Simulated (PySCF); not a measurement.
# Electron correlation in Bi (bismuth, neutral)

Starting occupation: [Xe] 4f14 5d10 6s2 6p3, 6p1/2 with m_j = -1/2, +1/2, 6p3/2 with m_j = +3/2. Calculation: PySCF 2.14, in x2c-TZVPPall-2c with one added diffuse shell each of s, p, d, f type (12s12p10d4f, 126 functions); X2C-1e with screened-nucleus spin-orbit coupling, Gaussian nucleus. Frozen: [Xe] 4f14; 15 electrons correlated; the 54 highest virtual spinors left out.

MP2 pair energies summed by pair of shells (mhartree):

```tsv
pair	energy	share (%)
5d-5d	-209.47	54.5
5d-6s	-66.46	17.3
5d-6p	-56.57	14.7
6p-6s	-29.19	7.6
6p-6p	-14.48	3.8
6s-6s	-8.43	2.2
```

Total MP2 correlation energy: -384.58 mhartree.

The virtual space was cut to 110 spinors, which keep -384.57 of the -384.58 mhartree of MP2 correlation.

| level | correlation energy (mhartree) |
| --- | --- |
| CCSD | -363.00 |
| (T) | -7.40 |
| CCSD(T) | -370.40 |

Diagnostics: T1 = 0.022, largest double amplitude 0.070.

Cost of the coupled-cluster step: 690 s of wall time on 4 threads of Neoverse-V2 (shared host), for 15 occupied and 110 virtual spinors.

The GHF reference relaxed away from the jj start to a determinant that is no pure jj level (⟨S²⟩ = 3.24, ⟨J²⟩ = 3.78); the energies belong to that determinant.

This basis was not built for core-valence correlation, so the inner-shell part is incomplete.
